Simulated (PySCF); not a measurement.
C₇H₁₅N₂ (SMILES C[CH]N=C(C)NC(C)C), doublet, geometry from GFN2-xTB; TPSS/STO-3G (PySCF).

The PySCF input:
```python
from pyscf import gto, scf, dft

mol = gto.Mole()
mol.atom = '''
    C     3.34900385    0.31032774   -0.65538033
    C     2.06030662    1.07116658   -0.67526564
    N     0.87108629    0.67628533   -0.30590455
    C     0.50267291   -0.34318910    0.42116950
    C     1.35154142   -1.14371165    1.37350255
    N    -0.81569897   -0.73239201    0.35379018
    C    -1.80278142    0.03730434   -0.37167900
    C    -2.30713256    1.22146102    0.45737020
    C    -2.94926986   -0.88426942   -0.77700676
    H     3.93505064    0.55762107   -1.54009566
    H     3.17177503   -0.76281394   -0.64031652
    H     3.95348824    0.57365750    0.21808120
    H     2.08546861    2.06334202   -1.10551251
    H     0.78595530   -1.38211992    2.27457911
    H     1.66923881   -2.08413685    0.91966500
    H     2.23401805   -0.57772322    1.65676201
    H    -1.17039874   -1.23072138    1.15780263
    H    -1.29504850    0.42063107   -1.26144456
    H    -3.01957096    1.80856277   -0.11545716
    H    -2.79464287    0.87154719    1.36604533
    H    -1.46763277    1.85600773    0.72822377
    H    -3.46127080   -1.26448192    0.10540756
    H    -2.57170339   -1.72757802   -1.34947080
    H    -3.66848333   -0.34358449   -1.38573217
'''
mol.basis = 'sto-3g'
mol.spin = 1
mol.verbose = 4
mol.build()

mf = dft.UKS(mol)
mf.xc = 'tpss'
mf.grids.becke_scheme = dft.gen_grid.stratmann
mf.kernel()
```

Predict the main parts of the log of this PySCF run.


```
PySCF version 2.14.0

[INPUT] verbose = 4
[INPUT] num. atoms = 24
[INPUT] num. electrons = 71
[INPUT] charge = 0
[INPUT] spin (= nelec alpha-beta = 2S) = 1
[INPUT] symmetry False subgroup None
[INPUT] Mole.unit = angstrom
[INPUT] Symbol           X                Y                Z      unit          X                Y                Z       unit  Magmom
[INPUT]  1 C      3.349003850000   0.310327740000  -0.655380330000 AA    6.328700066614   0.586434437455  -1.238489331127 Bohr   0.0
[INPUT]  2 C      2.060306620000   1.071166580000  -0.675265640000 AA    3.893415244428   2.024211469987  -1.276067120929 Bohr   0.0
[INPUT]  3 N      0.871086290000   0.676285330000  -0.305904550000 AA    1.646114518963   1.277994055761  -0.578075819758 Bohr   0.0
[INPUT]  4 C      0.502672910000  -0.343189100000   0.421169500000 AA    0.949914130138  -0.648533407936   0.795895007020 Bohr   0.0
[INPUT]  5 C      1.351541420000  -1.143711650000   1.373502550000 AA    2.554043129806  -2.161301783974   2.595543650892 Bohr   0.0
[INPUT]  6 N     -0.815698970000  -0.732392010000   0.353790180000 AA   -1.541447653390  -1.384020314720   0.668566545761 Bohr   0.0
[INPUT]  7 C     -1.802781420000   0.037304340000  -0.371679000000 AA   -3.406763146254   0.070494985858  -0.702371516252 Bohr   0.0
[INPUT]  8 C     -2.307132560000   1.221461020000   0.457370200000 AA   -4.359848671467   2.308226799632   0.864304415538 Bohr   0.0
[INPUT]  9 C     -2.949269860000  -0.884269420000  -0.777006760000 AA   -5.573312302834  -1.671027024128  -1.468329973336 Bohr   0.0
[INPUT] 10 H      3.935050640000   0.557621070000  -1.540095660000 AA    7.436167995894   1.053751103587  -2.910359003031 Bohr   0.0
[INPUT] 11 H      3.171775030000  -0.762813940000  -0.640316520000 AA    5.993786135434  -1.441509430600  -1.210022855835 Bohr   0.0
[INPUT] 12 H      3.953488240000   0.573657500000   0.218081200000 AA    7.471010010289   1.084055564303   0.412113740916 Bohr   0.0
[INPUT] 13 H      2.085468610000   2.063342020000  -1.105512510000 AA    3.940964514277   3.899151319107  -2.089115871180 Bohr   0.0
[INPUT] 14 H      0.785955300000  -1.382119920000   2.274579110000 AA    1.485240263150  -2.611828120106   4.298331566557 Bohr   0.0
[INPUT] 15 H      1.669238810000  -2.084136850000   0.919665000000 AA    3.154404187395  -3.938447852614   1.737914976348 Bohr   0.0
[INPUT] 16 H      2.234018050000  -0.577723220000   1.656762010000 AA    4.221682271835  -1.091738661602   3.130826452484 Bohr   0.0
[INPUT] 17 H     -1.170398740000  -1.230721380000   1.157802630000 AA   -2.211733075136  -2.325726343847   2.187929877001 Bohr   0.0
[INPUT] 18 H     -1.295048500000   0.420631070000  -1.261444560000 AA   -2.447286983029   0.794877521783  -2.383784739722 Bohr   0.0
[INPUT] 19 H     -3.019570960000   1.808562770000  -0.115457160000 AA   -5.706162128090   3.417688314385  -0.218182411520 Bohr   0.0
[INPUT] 20 H     -2.794642870000   0.871547190000   1.366045330000 AA   -5.281109640268   1.646985493734   2.581451547441 Bohr   0.0
[INPUT] 21 H     -1.467632770000   1.856007730000   0.728223770000 AA   -2.773423986737   3.507346294776   1.376143482698 Bohr   0.0
[INPUT] 22 H     -3.461270800000  -1.264481920000   0.105407560000 AA   -6.540853854954  -2.389524518264   0.199191419859 Bohr   0.0
[INPUT] 23 H     -2.571703390000  -1.727578020000  -1.349470800000 AA   -4.859815080716  -3.264649316618  -2.550130225098 Bohr   0.0
[INPUT] 24 H     -3.668483330000  -0.343584490000  -1.385732170000 AA   -6.932428786232  -0.649280586748  -2.618654283299 Bohr   0.0

nuclear repulsion = 467.074484516989
number of shells = 42
number of NR pGTOs = 180
number of NR cGTOs = 60
basis = sto-3g
ecp = {}

******** <class 'pyscf.dft.uks.UKS'> ********
method = UKS
initial guess = minao
damping factor = 0
level_shift factor = 0
DIIS = <class 'pyscf.scf.diis.CDIIS'>
diis_start_cycle = 1
diis_space = 8
diis_damp = 0
SCF conv_tol = 1e-09
SCF conv_tol_grad = None
SCF max_cycles = 50
direct_scf = True
direct_scf_tol = 1e-13
number electrons alpha = 36  beta = 35
XC library pyscf.dft.libxc version 7.1.2
    S. Lehtola, C. Steigemann, M. J. T. Oliveira, and M. A. L. Marques,  SoftwareX 7, 1–5 (2018)
XC functionals = tpss
    J. Tao, J. P. Perdew, V. N. Staroverov, and G. E. Scuseria,  Phys. Rev. Lett. 91, 146401 (2003)
    J. P. Perdew, J. Tao, V. N. Staroverov, and G. E. Scuseria,  J. Chem. Phys. 120, 6898 (2004)
    J. Tao, J. P. Perdew, V. N. Staroverov, and G. E. Scuseria,  Phys. Rev. Lett. 91, 146401 (2003)
    J. P. Perdew, J. Tao, V. N. Staroverov, and G. E. Scuseria,  J. Chem. Phys. 120, 6898 (2004)
radial grids:
    Treutler-Ahlrichs [JCP 102, 346 (1995); DOI:10.1063/1.469408] (M4) radial grids

becke partition: Stratmann, Scuseria, Frisch. CPL, 257, 213 (1996); DOI:10.1016/0009-2614(96)00600-8
pruning grids: <function nwchem_prune>
grids dens level: 3
symmetrized grids: False
atomic radii adjust function: <function treutler_atomic_radii_adjust>
small_rho_cutoff = 0
Set gradient conv threshold to 3.16228e-05
tot grids = 273752
init E= -381.468600424629

cycle= 1 E= -380.537417925583  delta_E= 0.931  |g|= 0.317  |ddm|= 4.38
cycle= 2 E= -380.377910900712  delta_E= 0.16  |g|=  0.6  |ddm|=  1.3
cycle= 3 E= -380.589062115507  delta_E= -0.211  |g|= 0.161  |ddm|= 1.04
cycle= 4 E= -380.604411942524  delta_E= -0.0153  |g|= 0.0406  |ddm|= 0.289
cycle= 5 E= -380.605309313964  delta_E= -0.000897  |g|= 0.0215  |ddm|= 0.103
cycle= 6 E= -380.605613924995  delta_E= -0.000305  |g|= 0.0102  |ddm|= 0.0516
cycle= 7 E= -380.605691603693  delta_E= -7.77e-05  |g|= 0.00224  |ddm|= 0.0184
cycle= 8 E= -380.605697032706  delta_E= -5.43e-06  |g|= 0.00118  |ddm|= 0.00679
cycle= 9 E= -380.605698175666  delta_E= -1.14e-06  |g|= 0.000146  |ddm|= 0.00247
cycle= 10 E= -380.605698194818  delta_E= -1.92e-08  |g|= 4.98e-05  |ddm|= 0.000368
cycle= 11 E= -380.605698196806  delta_E= -1.99e-09  |g|= 2.14e-05  |ddm|= 0.000107
cycle= 12 E= -380.605698197194  delta_E= -3.88e-10  |g|= 1.13e-05  |ddm|= 5.66e-05
Extra cycle  E= -380.605698196975  delta_E= 2.19e-10  |g|= 2.21e-05  |ddm|= 4.88e-05
converged SCF energy = -380.605698196975  <S^2> = 0.76134494  2S+1 = 2.0113129
```
